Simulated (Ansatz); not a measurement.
Species: ScCl$_{2}$ (charge +1, singlet). 
Coordinates optimised at B3LYP-D3(BJ)/def2-TZVP (Ansatz, a first-principles code):
```
Sc
Cl 1 2.1959
Cl 1 2.1959 2 114.64
```
Charge +1, spin multiplicity 1.

Total electronic energies in hartree. Valence correlation only, unless marked. No spin-orbit coupling. Frozen are the shells of the preceding noble gas and the d and f shells that filled before the atom's block. No relativistic terms. CBS(X,Y): correlation extrapolated as X^-3; Hartree-Fock from the larger set. [CCSD(T)-MP2]/basis is that difference in the basis named.

| level | program | energy (Eh) |
|---|---|---|
| PBE0-D3(BJ)/def2-TZVP | Ansatz + dftd3 | -1680.51386 |
| r2SCANh-D4/def2-TZVPD | Ansatz + dftd4 | -1680.90662 |
| r2SCAN0-D4/def2-TZVPD | Ansatz + dftd4 | -1680.89015 |
| r2SCAN0/def2-TZVPD | Ansatz | -1680.88950 |
| RPA@PBE/def2-TZVPP | Ansatz | -1679.36710 |
| RI-MP2/def2-TZVPP | Ansatz | -1679.12810 |
| RI-MP2/def2-QZVPPD | Ansatz | -1679.20827 |
| SCS-MP2/6-31G | Ansatz | -1678.65663 |
| SCS-MP2/6-31G* | Ansatz | -1678.86149 |
| CCSD/6-31G* | Ansatz | -1678.89326 |
| CCSD/def2-TZVPPD | Ansatz | -1679.15725 |
| CCSD(T)/def2-SVPD | Ansatz | -1678.66736 |
| RI-MP2/CBS(def2-TZVPP,def2-QZVPP)+[CCSD(T)-MP2]/def2-SVP | Ansatz | -1679.2717 |
| RI-MP2/CBS(def2-TZVPPD,def2-QZVPPD)+[CCSD(T)-MP2]/def2-TZVPPD | Ansatz | -1679.2887 |
| CCSD(T)/CBS(def2-TZVPPD,def2-QZVPPD) | Ansatz | -1679.2894 |

Totals of different functionals don't rank their quality; only differences between species are comparable.
